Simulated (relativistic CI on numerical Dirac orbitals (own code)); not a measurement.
## What each ingredient does to the levels of Tl LIV

Base calculation: Dirac-Coulomb-Breit CI, orbitals from a KLI potential per configuration, QED by a radiative potential, unscaled Slater integrals.

CI space (outside the closed core [Ne]): 3s2 3p6 3d10, 3s2 3p6 3d9 4s, 3s2 3p6 3d9 4p, 3s2 3p6 3d9 4d, 3s2 3p5 3d10 4s, 3s2 3p6 3d9 4f, 3s2 3p5 3d10 4p, 3s2 3p6 3d8 4s2, 3s2 3p5 3d10 4d, 3s2 3p6 3d8 4s 4p, 3s 3p6 3d10 4s, 3s2 3p6 3d9 5s, 3s2 3p5 3d10 4f, 3s2 3p6 3d8 4p2, 3s2 3p6 3d8 4s 4d, 3s2 3p6 3d9 5p, 3s 3p6 3d10 4p, 3s2 3p5 3d9 4s2, 3s2 3p6 3d9 5d, 3s2 3p6 3d8 4p 4d, 3s2 3p6 3d9 5f, 3s2 3p5 3d9 4s 4p, 3s2 3p6 3d9 5g, 3s 3p6 3d10 4d, 3s2 3p6 3d8 4d2, 3s2 3p5 3d9 4p2, 3s2 3p5 3d9 4s 4d, 3s 3p6 3d10 4f, 3s 3p6 3d9 4s2, 3s2 3p5 3d10 5s, 3s2 3p6 3d9 6s, 3s2 3p4 3d10 4s2, 3s2 3p5 3d9 4p 4d, 3s2 3p6 3d9 6p, 3s2 3p5 3d10 5p, 3s2 3p6 3d9 6d. Levels of other configurations are missing.

Variants: (1) one mean potential for all configurations. Shifts of the energy above 3s2 3p6 3d10 1S_0, in eV, for the lowest level and the first level of each name with at least 55 % of one term (blank where a level changes its place among those of its configuration and J or its character, or is not in the variant):

| Level | Base | Δ(1) |
| --- | --- | --- |
| 3s2 3p6 3d10 1S_0 | 0.00 | 0.00 |
| 3s2 3p6 3d9 4s 3D_3 | 1982.26 | -0.61 |
| 3s2 3p6 3d9 4s 1D_2 | 1984.43 | -0.62 |
| 3s2 3p6 3d9 4s 3D_1 | 2085.38 | -0.57 |
| 3s2 3p6 3d9 4s 3D_2 | 2086.72 | -0.57 |
| 3s2 3p6 3d9 4p 3F°_2 | 2199.33 | -0.56 |
| 3s2 3p6 3d9 4p 3F°_4 | 2262.29 | -0.58 |
| 3s2 3p6 3d9 4p 1P°_1 | 2265.74 | -0.60 |
| 3s2 3p6 3d9 4p 3D°_3 | 2268.21 | -0.58 |
| 3s2 3p6 3d9 4p 3P°_0 | 2361.76 | -0.53 |
| 3s2 3p6 3d9 4d 1P_1 | 2465.18 | -0.64 |
| 3s2 3p6 3d9 4d 3G_5 | 2467.14 | -0.64 |
| 3s2 3p6 3d9 4d 3D_3 | 2471.78 | -0.64 |
| 3s2 3p6 3d9 4d 3F_4 | 2473.94 | -0.64 |
| 3s2 3p6 3d9 4d 3P_0 | 2494.07 | -0.48 |
| 3s2 3p5 3d10 4s 3P°_2 | 2523.16 | -0.85 |
| 3s2 3p5 3d10 4s 1P°_1 | 2526.96 | -0.85 |
| 3s2 3p6 3d9 4d 3G_3 | 2535.74 | -0.61 |
| 3s2 3p6 3d9 4d 3F_2 | 2542.42 | -0.62 |
| 3s2 3p6 3d9 4d 1S_0 | 2582.10 | +0.13 |
| 3s2 3p6 3d9 4f 3P°_0 | 2638.56 | -0.88 |
| 3s2 3p6 3d9 4f 3P°_1 | 2642.30 | -0.87 |

At this charge energies of transitions that change n are usually good to better than 1 %, and those within a shell (Δn = 0) to a few per cent.

Ionisation energy from the two ground configurations alone: base 5233.49 eV. The NIST ASD value (theoretical) is 5234 eV.

LS names give the leading component of a level, which can be under half, so a name can repeat, a term be missing and a line seem to break the LS rules.
